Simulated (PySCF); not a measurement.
Stepwise substitution at one centre (Ga Cl-SH). Isolated molecules, 0 K electronic values unless said otherwise. One relaxed conformer stands for each flexible species; it need not be the lowest. Strings in code marks are SMILES.

The S1–T1 gap (TDA) from two functionals at the same geometries (r2SCAN-D4/def2-TZVP), both in PySCF: PBE-D3(BJ)/def2-TZVP and r2SCAN-D4/def2-TZVP. Excitations are Tamm–Dancoff values on a coarser integration grid. The basis has no diffuse functions, so Rydberg states are missing or too high.

```tsv
species	r2SCAN-D4/def2-TZVP (eV)
0 of 3 Cl replaced by SH	0.38
1 of 3 Cl replaced by SH	0.44
2 of 3 Cl replaced by SH (`[SH][Ga]([SH])[Cl]` (H–S–Ga–Cl torsion 0°, Cl–Ga–S–H torsion -180°))	0.37
3 of 3 Cl replaced by SH (`[Ga]([SH])([SH])[SH]`)	0.29
```

Problem. What does PBE-D3(BJ)/def2-TZVP give for each?

Solution. 
- 0 of 3 Cl replaced by SH: 0.32
- 1 of 3 Cl replaced by SH: 0.34
- 2 of 3 Cl replaced by SH (`[SH][Ga]([SH])[Cl]` (H–S–Ga–Cl torsion 0°, Cl–Ga–S–H torsion -180°)): 0.28
- 3 of 3 Cl replaced by SH (`[Ga]([SH])([SH])[SH]`): 0.22
Over these rows, drawn at random from the members with no instability flagged (it was tested for open shells, ions and some series alone), PBE minus r2SCAN-D4: mean -0.08 eV, from -0.10 eV to -0.06 eV.
